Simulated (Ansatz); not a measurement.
`CC(Cl)I` + H–F → `CC(F)I` + HCl  (substitution at a C–Cl bond)

Gas-phase electronic energies from Ansatz, PBE0-D4/def2-TZVP geometries. CCSD(T)/CBS adds triple-zeta CCSD(T) − MP2 to the extrapolated MP2 energy (def2 sets, frozen cores). This one scheme is used for every species. Functionals use def2-TZVPP. def2 core potentials past Kr. For I outer-core shells are correlated without core-valence functions, which leaves a few kJ/mol of doubt a bond.

CCSD(T)/CBS gives +0.18 eV.

Problem. Another level gave +0.04 eV. Which?
A. r2SCAN-D4/def2-TZVPP
B. B2PLYP/def2-TZVPP
C. PBE-QIDH/def2-TZVPP
D. HF/def2-TZVPP

Solution. B. B2PLYP 0.04, r2SCAN-D4 -0.01, PBE-QIDH 0.13, HF/def2-TZVPP -0.11 eV.

Largest T1 diagnostic among the species: 0.010.

The D4 term adds +0.08 eV with B3LYP and +0.04 eV with PBE0; it sums over pairs of atoms, weighted by their polarisabilities, and B3LYP, whose exchange is more repulsive, gets the larger term. In def2-TZVPP, CCSD(T) changes the Hartree–Fock value by +0.21 eV (the triples alone add +0.03 eV) and MP2 by +0.36 eV. At CCSD(T), def2-SVP lies −0.25 eV from the extrapolated value and def2-TZVPP −0.08 eV.

B3LYP here is the variant with VWN-RPA as its local correlation; programs differ in this.
